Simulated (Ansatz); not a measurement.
Born–Oppenheimer molecular dynamics of C₂H₃FSi (7 atoms, charge 0, multiplicity 1). It goes on from the last frame of an earlier run, with new velocities.

All numbers below come from RKS r2SCAN-D4/6-31G (Ansatz).

| Quantity | Value |
| --- | --- |
| ensemble | NVT, Nosé–Hoover chain |
| time step | 0.25 fs |
| steps asked | 100 |
| set temperature | 200 K |
| thermostat | time constant 100 fs, chain length 3 (defaults) |
| seed | 860813 |

Frames 1.25 fs apart, positions in Å, forces in eV/Å.

Velocities at 10 fs (Å/ps):

```
C -2.84 -3.30 -3.93
C -0.82 2.41 5.53
Si 3.93 2.25 -1.10
F -2.52 -1.09 0.60
H 5.46 -13.85 -6.27
H -12.55 -9.27 -23.66
H -11.46 -8.41 30.11
```

```xyz
7
Properties=species:S:1:pos:R:3:forces:R:3 time_fs=10 energy_less_start_eV=-0.069 T=305
C -0.418 -1.787 -0.686 0.32 -0.99 -0.64
C -0.022 -0.720 -0.222 -0.18 -0.35 0.09
Si 0.245 0.985 0.438 0.77 -0.49 0.14
F -0.473 1.941 -0.759 0.10 0.49 -0.03
H -0.593 -2.771 -1.169 0.05 1.34 0.73
H -0.500 1.127 1.721 -0.10 0.13 0.08
H 1.757 1.306 0.671 -0.98 -0.13 -0.37
7
Properties=species:S:1:pos:R:3:forces:R:3 time_fs=11.25 energy_less_start_eV=-0.059 T=289
C -0.421 -1.791 -0.691 0.69 -0.02 -0.17
C -0.023 -0.717 -0.215 -0.47 -1.35 -0.42
Si 0.251 0.988 0.436 0.44 -0.61 0.04
F -0.476 1.940 -0.758 0.18 0.51 -0.07
H -0.586 -2.778 -1.171 0.02 1.32 0.70
H -0.516 1.116 1.693 -0.20 0.18 0.32
H 1.736 1.295 0.706 -0.67 -0.03 -0.41
7
Properties=species:S:1:pos:R:3:forces:R:3 time_fs=12.5 energy_less_start_eV=-0.057 T=286
C -0.424 -1.796 -0.696 1.09 1.40 0.53
C -0.025 -0.716 -0.209 -0.68 -2.13 -0.84
Si 0.256 0.990 0.435 -0.13 -0.75 -0.03
F -0.479 1.939 -0.757 0.26 0.53 -0.10
H -0.578 -2.766 -1.163 -0.10 0.66 0.37
H -0.536 1.108 1.669 -0.25 0.21 0.46
H 1.705 1.283 0.735 -0.19 0.09 -0.39
7
Properties=species:S:1:pos:R:3:forces:R:3 time_fs=13.75 energy_less_start_eV=-0.028 T=240
C -0.425 -1.799 -0.701 1.39 2.81 1.25
C -0.028 -0.718 -0.203 -0.74 -2.45 -1.06
Si 0.261 0.992 0.434 -0.90 -0.93 -0.06
F -0.482 1.938 -0.757 0.33 0.53 -0.12
H -0.572 -2.745 -1.149 -0.29 -0.40 -0.14
H -0.559 1.103 1.652 -0.21 0.22 0.46
H 1.672 1.273 0.757 0.42 0.23 -0.32
7
Properties=species:S:1:pos:R:3:forces:R:3 time_fs=15 energy_less_start_eV=0.016 T=172
C -0.424 -1.798 -0.704 1.44 3.38 1.57
C -0.031 -0.723 -0.200 -0.60 -2.15 -1.00
Si 0.266 0.993 0.432 -1.71 -1.12 -0.02
F -0.485 1.938 -0.756 0.40 0.52 -0.14
H -0.571 -2.729 -1.138 -0.42 -1.18 -0.52
H -0.585 1.102 1.642 -0.08 0.21 0.34
H 1.645 1.266 0.775 0.97 0.35 -0.22
7
Properties=species:S:1:pos:R:3:forces:R:3 time_fs=16.25 energy_less_start_eV=0.017 T=169
C -0.422 -1.793 -0.706 1.11 2.35 1.13
C -0.035 -0.730 -0.197 -0.24 -1.16 -0.62
Si 0.270 0.994 0.431 -2.28 -1.28 0.09
F -0.487 1.939 -0.756 0.47 0.49 -0.15
H -0.575 -2.730 -1.134 -0.40 -1.00 -0.44
H -0.612 1.103 1.636 0.11 0.18 0.15
H 1.631 1.264 0.790 1.24 0.41 -0.16
7
Properties=species:S:1:pos:R:3:forces:R:3 time_fs=17.5 energy_less_start_eV=-0.003 T=200
C -0.418 -1.786 -0.706 0.46 0.07 0.11
C -0.040 -0.739 -0.195 0.29 0.34 0.02
Si 0.272 0.994 0.430 -2.43 -1.35 0.27
F -0.489 1.940 -0.755 0.52 0.47 -0.16
H -0.585 -2.745 -1.136 -0.24 -0.06 -0.03
H -0.638 1.108 1.633 0.30 0.15 -0.02
H 1.636 1.269 0.802 1.09 0.38 -0.19
7
Properties=species:S:1:pos:R:3:forces:R:3 time_fs=18.75 energy_less_start_eV=0.012 T=177
C -0.414 -1.778 -0.705 -0.24 -2.24 -0.93
C -0.044 -0.747 -0.193 0.84 1.90 0.73
Si 0.274 0.994 0.428 -2.19 -1.32 0.48
F -0.490 1.941 -0.755 0.56 0.43 -0.16
H -0.599 -2.761 -1.139 -0.05 0.84 0.34
H -0.659 1.114 1.630 0.46 0.12 -0.15
H 1.657 1.279 0.812 0.62 0.27 -0.30
7
Properties=species:S:1:pos:R:3:forces:R:3 time_fs=20 energy_less_start_eV=0.039 T=135
C -0.409 -1.773 -0.706 -0.69 -3.52 -1.52
C -0.047 -0.753 -0.190 1.21 2.94 1.21
Si 0.274 0.992 0.428 -1.74 -1.18 0.64
F -0.491 1.943 -0.755 0.58 0.39 -0.16
H -0.614 -2.765 -1.137 0.06 1.17 0.46
H -0.673 1.123 1.624 0.55 0.09 -0.19
H 1.687 1.293 0.816 0.03 0.12 -0.44
7
Properties=species:S:1:pos:R:3:forces:R:3 time_fs=21.25 energy_less_start_eV=0.031 T=147
C -0.406 -1.773 -0.709 -0.70 -3.23 -1.37
C -0.049 -0.755 -0.185 1.25 3.00 1.23
Si 0.273 0.990 0.427 -1.25 -0.96 0.70
F -0.491 1.945 -0.755 0.59 0.35 -0.16
H -0.628 -2.752 -1.129 0.02 0.81 0.28
H -0.679 1.133 1.616 0.57 0.07 -0.15
H 1.718 1.308 0.815 -0.49 -0.02 -0.54
7
Properties=species:S:1:pos:R:3:forces:R:3 time_fs=22.5 energy_less_start_eV=0.006 T=185
C -0.404 -1.776 -0.714 -0.26 -1.49 -0.54
C -0.049 -0.754 -0.179 0.98 2.12 0.80
Si 0.272 0.988 0.427 -0.83 -0.70 0.64
F -0.491 1.947 -0.756 0.60 0.30 -0.15
H -0.641 -2.728 -1.116 -0.16 -0.16 -0.15
H -0.677 1.143 1.606 0.50 0.05 -0.02
H 1.741 1.324 0.805 -0.83 -0.14 -0.58
7
Properties=species:S:1:pos:R:3:forces:R:3 time_fs=23.75 energy_less_start_eV=0.002 T=192
C -0.402 -1.781 -0.719 0.36 0.74 0.53
C -0.048 -0.750 -0.173 0.56 0.77 0.13
Si 0.270 0.985 0.427 -0.50 -0.41 0.46
F -0.491 1.949 -0.756 0.59 0.24 -0.13
H -0.657 -2.707 -1.106 -0.40 -1.19 -0.59
H -0.667 1.155 1.595 0.38 0.05 0.17
H 1.752 1.337 0.786 -0.98 -0.21 -0.56
```

Of the whole run (25 fs, mean temperature of the second half 187 K): The conserved energy stayed within 0.032 meV per atom of its start (net change 0.0049 meV per atom), so the integration is sound. A run of 0.025 ps of so small a system gives no equilibrium averages. Limits of this set-up: no polarisation functions.

Run time: 2.5 min on 1 thread of Arm Neoverse V2, on a shared host, peak memory 0.085 GiB.
